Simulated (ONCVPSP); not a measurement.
What one change does to a pseudopotential (Ho (Z = 67), ONCV)

- Element: Ho
- Generator: ONCVPSP 4.0.1
- Type: optimised norm-conserving Vanderbilt (ONCV)
- Functional: PBE
- Relativity: fully relativistic
- Frozen core: [Kr] 4d10 4f10
- Valence charge: 11
- Reference configuration: 5s2 5p6 5d1 6s1 6p1
- Partial waves: 5s+6s: rc 2.15 bohr, ncon 4, nbas 8, qcut 7.1 1/bohr, 2 projectors; 5p+6p: rc 2.90 bohr, ncon 4, nbas 9, qcut 5 1/bohr, 2 projectors; 5d: rc 3.00 bohr, ncon 4, nbas 8, qcut 5.2 1/bohr, 2 projectors, debl 2.2 Ha
- Local potential: polynomial inside 1.35 bohr (lpopt 5, dvloc0 0 Ha)
- Core correction: none

Open shells are filled in proportion to 2j + 1.

Change: local potential polynomial inside 1.35 bohr (lpopt 5, dvloc0 4.5 Ha).

Cutoffs: the cutoffs (Ha) at which the residual kinetic energy of the hardest occupied pseudo-wave falls to 1 and 0.1 mHa per electron; they do not see the model core or the augmentation charge, which bear on the density cutoff. Errors are all-electron minus pseudo energies relative to the spin-unpolarised reference configuration.

Task: Predict the effect on cutoff, ghosts and configuration errors.

Result: The potential gets neither clearly harder nor softer (14 Ha and 17 Ha → 14 Ha and 17 Ha); the errors of the 4 common tests hardly move; the range in which the s phases agree widens (upper end 3.3 → at the end of the scan); the range in which the d3/2 phases agree widens (upper end 3.9 → at the end of the scan); neither file shows a bound ghost.

| quantity | base | changed |
| --- | --- | --- |
| cutoff, loose | 14 Ha | 14 Ha |
| cutoff, tight | 17 Ha | 17 Ha |
| bound ghosts | none | none |
| GHOST(+) flags under 300 eV | s at 95.1 eV, d5/2 at 106.6 eV | s at 181.1 eV |
| error for 5s2 5p6 5d1 6s2 6p0, meV [ΔE -3.08 eV] | +1.6 | +1.5 |
| error for 5s2 5p6 5d1 6s1 6p0, meV [ΔE 3.87 eV] | +2.5 | +2.5 |
| error for 5s2 5p6 5d1 6s0 6p0, meV [ΔE 16.46 eV] | +20 | +20 |
| error for 5s2 5p6 5d1 6s0 6p1, meV [ΔE 7.69 eV] | +3.1 | +3.1 |
| s: phases at 2.18 bohr within 0.05 rad from the reference energy up to (Ha; the scan ends near 5) | 3.3 | to the end of the scan |
| p3/2: phases at 2.94 bohr within 0.05 rad from the reference energy up to (Ha; the scan ends near 5) | 2.7 | 2.8 |
| p1/2: phases at 2.94 bohr within 0.05 rad from the reference energy up to (Ha; the scan ends near 5) | 2.8 | 2.6 |
| d5/2: phases at 3.05 bohr within 0.05 rad from the reference energy up to (Ha; the scan ends near 5) | 3.5 | 3.9 |
| d3/2: phases at 3.05 bohr within 0.05 rad from the reference energy up to (Ha; the scan ends near 5) | 3.9 | to the end of the scan |
